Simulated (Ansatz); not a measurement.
[M(H2O)6] with several metals: gap (eV) at several levels, gas phase, relaxed structures; Ansatz. Core potentials for Ce, Dy, Er, Eu, Gd, Ho, Nd, Pr, Sm, Tb, Tm, Yb in the def2 sets, no spin–orbit coupling. HOMO and LUMO are taken over both spins. With an open 4f shell the SCF may have ended above the lowest state. Names give formal oxidation states. A dash marks a value that wasn't run or was left out as unsound. The structures are stationary points that may keep the symmetry of their start. Remarks come from the PBE and PBE0 runs and from stability tests at other levels; not every state was tested.

```tsv
species	state	geometry	PBE-D4/def2-SVP	r2SCAN-D4/def2-TZVP	PBE0-D4/def2-SVP	PBE0-D4/def2-TZVP	remarks
[V(H2O)6]2+ (VO6H12²⁺)	quartet	PBE-D4/def2-SVP	2.23	3.37	5.52	5.58	–
[Co(H2O)6]2+ (CoO6H12²⁺)	quartet	r2SCAN-D4/def2-SVP	0.90	2.03	6.24	6.09	–
[Ce(H2O)6]3+ (CeO6H12³⁺)	doublet	PBE-D4/def2-SVP	0.76	1.47	6.11	6.11	–
[Pr(H2O)6]3+ (PrO6H12³⁺)	triplet	PBE0-D4/def2-SVP	0.56	1.40	6.24	–	–
[Nd(H2O)6]3+ (NdO6H12³⁺)	quartet	r2SCAN-D4/def2-SVP	1.46	3.00	6.88	7.01	–
[Sm(H2O)6]3+ (SmO6H12³⁺)	sextet	PBE-D4/def2-SVP	0.49	1.56	4.81	5.00	–
[Eu(H2O)6]3+ (EuO6H12³⁺)	septet	r2SCAN-D4/def2-SVP	0.24	0.83	3.92	4.18	spin-contaminated (⟨S²⟩ up to 12.17)
[Gd(H2O)6]3+ (GdO6H12³⁺)	octet	PBE-D4/def2-SVP	3.47	5.90	9.25	9.22	–
[Tb(H2O)6]3+ (TbO6H12³⁺)	septet	r2SCAN-D4/def2-SVP	0.97	1.97	7.87	7.87	–
[Dy(H2O)6]3+ (DyO6H12³⁺)	sextet	PBE-D4/def2-SVP	0.93	2.21	7.55	7.58	–
[Ho(H2O)6]3+ (HoO6H12³⁺)	quintet	PBE-D4/def2-SVP	1.87	4.20	7.98	8.01	–
[Er(H2O)6]3+ (ErO6H12³⁺)	quartet	PBE-D4/def2-SVP	1.79	4.43	7.60	–	–
[Tm(H2O)6]3+ (TmO6H12³⁺)	triplet	r2SCAN-D4/def2-SVP	0.66	2.24	6.80	6.87	–
[Yb(H2O)6]3+ (YbO6H12³⁺)	doublet	PBE-D4/def2-SVP	0.29	1.38	5.41	5.70	–
```

Problem. Estimate the column for PBE-D4/def2-TZVP.

Solution. [V(H2O)6]2+ (VO6H12²⁺) 2.19; [Co(H2O)6]2+ (CoO6H12²⁺) 0.87; [Ce(H2O)6]3+ (CeO6H12³⁺) 0.76; [Pr(H2O)6]3+ (PrO6H12³⁺) 0.56; [Nd(H2O)6]3+ (NdO6H12³⁺) 1.47; [Sm(H2O)6]3+ (SmO6H12³⁺) 0.54; [Eu(H2O)6]3+ (EuO6H12³⁺) 0.27; [Gd(H2O)6]3+ (GdO6H12³⁺) 3.46; [Tb(H2O)6]3+ (TbO6H12³⁺) 0.99; [Dy(H2O)6]3+ (DyO6H12³⁺) 0.94; [Ho(H2O)6]3+ (HoO6H12³⁺) 1.87; [Er(H2O)6]3+ (ErO6H12³⁺) 1.79; [Tm(H2O)6]3+ (TmO6H12³⁺) 0.67; [Yb(H2O)6]3+ (YbO6H12³⁺) 0.32.
